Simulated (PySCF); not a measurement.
Gas-phase acidity of trifluoromethanesulfonic acid

Parent: trifluoromethanesulfonic acid, `O=S(=O)(O)C(F)(F)F` (CHF3O3S). Atom numbers as in the mapped SMILES `[O:1]=[S:2](=[O:3])([OH:4])[C:5]([F:6])([F:7])[F:8]`.

Computed at ωB97X-D3(BJ)/ma-def2-TZVP // PBE0-D3(BJ)/ma-def2-SVP with PySCF (density fitting, grid level 2). The prefix ma- adds one diffuse s and one diffuse p function on all atoms but H. Thermal corrections: PBE0-D3(BJ)/ma-def2-SVP frequencies, unscaled, ideal gas at 298.15 K and 1 bar, quasi-RRHO entropy.

```
                site                product  ΔH(acid) / kcal/mol  ΔG(acid) / kcal/mol
O4 (hydroxyl oxygen)  O=S(=O)([O-])C(F)(F)F                300.7                294.2
```

ΔH and ΔG refer to AH → A⁻ + H⁺ in the gas phase. Sites whose products fell apart, merged with another or lost in a GFN2-xTB screen aren't listed.

Measured values (NIST Chemistry WebBook, evaluated or the median of agreeing entries): deprotonation enthalpy (ΔH) 1278 kJ/mol (computed 1258, difference -20); gas-phase acidity (ΔG) 1252 kJ/mol (computed 1231, difference -21).

Structures, frequencies and single points took 9.5 min of wall time on 1 thread of Intel Xeon 6975P-C (shared host), launched as `OMP_NUM_THREADS=1 python redox_run.py task.json out`.
